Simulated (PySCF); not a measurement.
# Computed records: CH5Ge2O, CH6Ge2O, AlGeH2NO, GeH4NOSi

Calculation on a computer-drawn molecule: the log of a Hartree-Fock and frozen-core CCSD(T) single point meant for a local Hartree-Fock minimum, with one planted fault or none, to be diagnosed. Offsets are logged minus clean, where the clean run is the same molecule without the fault. The reference is restricted for singlets and unrestricted otherwise, and also for a bond in bohr or an excited solution. Adding or removing an electron swaps singlet and doublet. The excited solution moves the top pair (singlet) or top alpha electron (doublet) to the lowest empty orbital. Highest occupied and lowest empty are orbital energies over both spins, largest force is the largest gradient component, triples share is (T) over the correlation energy, the T1 limit is 0.02 restricted and 0.045 unrestricted, electrons count all cores, a negative frequency is imaginary (commonest isotopes), and the dipole is about the centre of nuclear charge; on germanium a core potential holds 10 electrons, which the energies leave out, and 3d is frozen in MP2 and coupled-cluster steps. Program: PySCF 2.14.0.

Common to all runs: meant multiplicity 1; meant basis and core potential on germanium cc-pVDZ-PP ECP10MDF; logged SCF converged yes; possible faults no fault, one electron removed, one electron added, multiplicity raised by two, geometry at a saddle point, SCF held on an excited solution, minimal basis STO-3G, one bond length entered in bohr, all coordinates scaled.

(1) 
```xyz
9
formula=CH5Ge2O meant_charge=1 meant_basis=cc-pVDZ logged_electrons=81 logged_basis_functions=99 logged_spin_squared=0.7579 logged_highest_occupied=-23.278 logged_lowest_empty=-11.795 logged_largest_force=0.083485 logged_T1_diagnostic=0.02205 logged_D1_diagnostic=0.10836 logged_triples_share=0.026644 logged_CC_converged=yes logged_dipole_magnitude=2.1305 logged_SCF_stable_within_its_kind=yes logged_energy_HF=-701.65559 logged_energy_CCSD(T)=-702.15466 planted_fault=one_electron_removed HF_energy_offset_from_clean_run=294.4 CCSD(T)_energy_offset_from_clean_run=322.5
O     -1.2002     0.5713    -0.3197
Ge    -1.5488     2.1349     0.3173
C     -1.2910     2.3210     2.0974
Ge    -0.7096     0.9882     3.1717
H     -1.3113     0.3955    -1.2468
H     -2.0259     3.1573    -0.6838
H     -1.5011     3.2925     2.5302
H     -0.4000    -0.3864     2.6290
H     -0.5199     1.2269     4.6514
```

Units: logged_highest_occupied, logged_lowest_empty in eV; logged_largest_force in hartree/bohr; logged_dipole_magnitude in debye; logged_energy_HF, logged_energy_CCSD(T) in hartree; HF_energy_offset_from_clean_run, CCSD(T)_energy_offset_from_clean_run in kcal/mol.

Drawn bonds:
```csv
atom,other atom,order
1,2,1
2,3,2
3,4,1
1,5,1
2,6,1
3,7,1
4,8,1
4,9,1
```

(2) 
```xyz
10
formula=CH6Ge2O meant_charge=0 meant_basis=cc-pVDZ logged_electrons=84 logged_basis_functions=104 logged_spin_squared=0.9667 logged_highest_occupied=-7.3573 logged_lowest_empty=1.5857 logged_largest_force=0.01438 logged_T1_diagnostic=0.044456 logged_D1_diagnostic=0.19462 logged_triples_share=0.034856 logged_CC_converged=yes logged_dipole_magnitude=3.5526 logged_SCF_stable_within_its_kind=yes logged_energy_HF=-702.82753 logged_energy_CCSD(T)=-703.3968 planted_fault=one_bond_length_entered_in_bohr,row_8_of_the_drawn_bonds HF_energy_offset_from_clean_run=62.29 CCSD(T)_energy_offset_from_clean_run=71.03
O      1.9768    -0.2719     0.2807
Ge     1.0367    -1.3873     1.2669
C     -0.6073    -1.8360     0.8516
Ge    -1.6391    -1.2349    -0.6665
H      2.8534    -0.0926     0.5877
H      1.8678    -1.8465     2.4541
H     -1.0672    -2.5316     1.5475
H     -0.8126    -0.2656    -1.5155
H     -2.4451    -3.4829    -2.3211
H     -2.9227    -0.5244    -0.2071
```

Units: logged_highest_occupied, logged_lowest_empty in eV; logged_largest_force in hartree/bohr; logged_dipole_magnitude in debye; logged_energy_HF, logged_energy_CCSD(T) in hartree; HF_energy_offset_from_clean_run, CCSD(T)_energy_offset_from_clean_run in kcal/mol.

Drawn bonds:
```csv
atom,other atom,order
1,2,1
2,3,2
3,4,1
1,5,1
2,6,1
3,7,1
4,8,1
4,9,1
4,10,1
```

(3) 
```xyz
6
formula=AlGeH2NO meant_charge=0 meant_basis=cc-pV(D+d)Z logged_electrons=62 logged_basis_functions=84 logged_spin_squared=0 logged_highest_occupied=-3.828 logged_lowest_empty=-2.7109 logged_largest_force=0.01797 logged_dipole_magnitude=1.0212 logged_SCF_stable_within_its_kind=no logged_energy_HF=-665.45439 planted_fault=SCF_held_on_an_excited_solution HF_energy_offset_from_clean_run=197.4
O      1.5796    -0.6195     0.0500
Ge     0.6095     0.7610     0.5318
N     -0.7107     0.6661     1.5270
Al    -1.9349    -0.0783     2.5611
H      2.3115    -0.4369    -0.5230
H      1.2072     1.9966    -0.1237
```

Units: logged_highest_occupied, logged_lowest_empty in eV; logged_largest_force in hartree/bohr; logged_dipole_magnitude in debye; logged_energy_HF in hartree; HF_energy_offset_from_clean_run in kcal/mol.

Drawn bonds:
```csv
atom,other atom,order
1,2,1
2,3,2
3,4,1
1,5,1
2,6,1
```

Notes: coupled-cluster numbers left out as unreliable.

(4) 
```xyz
8
formula=GeH4NOSi meant_charge=1 meant_basis=cc-pV(D+d)Z logged_electrons=64 logged_basis_functions=94 logged_spin_squared=0 logged_highest_occupied=-16.27 logged_lowest_empty=-3.4029 logged_largest_force=1.122e-05 logged_lowest_frequency=100.59 logged_T1_diagnostic=0.019751 logged_D1_diagnostic=0.060914 logged_triples_share=0.030035 logged_CC_converged=yes logged_dipole_magnitude=4.0365 logged_SCF_stable_within_its_kind=yes logged_energy_HF=-713.71605 logged_energy_CCSD(T)=-714.28008 planted_fault=no_fault HF_energy_offset_from_clean_run=0 CCSD(T)_energy_offset_from_clean_run=0
O     -0.7493    -2.7518    -1.5225
Ge    -0.3411    -1.1169    -1.8103
N      0.6374    -0.2363    -0.7529
Si     1.5456     0.6662     0.1800
H     -0.4237    -3.1967    -0.7474
H     -0.9545    -0.6135    -3.0802
H      0.9742     1.4583     1.2668
H      2.9940     0.7347     0.0005
```

Units: logged_highest_occupied, logged_lowest_empty in eV; logged_largest_force in hartree/bohr; logged_lowest_frequency in cm⁻¹; logged_dipole_magnitude in debye; logged_energy_HF, logged_energy_CCSD(T) in hartree; HF_energy_offset_from_clean_run, CCSD(T)_energy_offset_from_clean_run in kcal/mol.

Drawn bonds:
```csv
atom,other atom,order
1,2,1
2,3,2
3,4,1
1,5,1
2,6,1
4,7,1
4,8,1
```
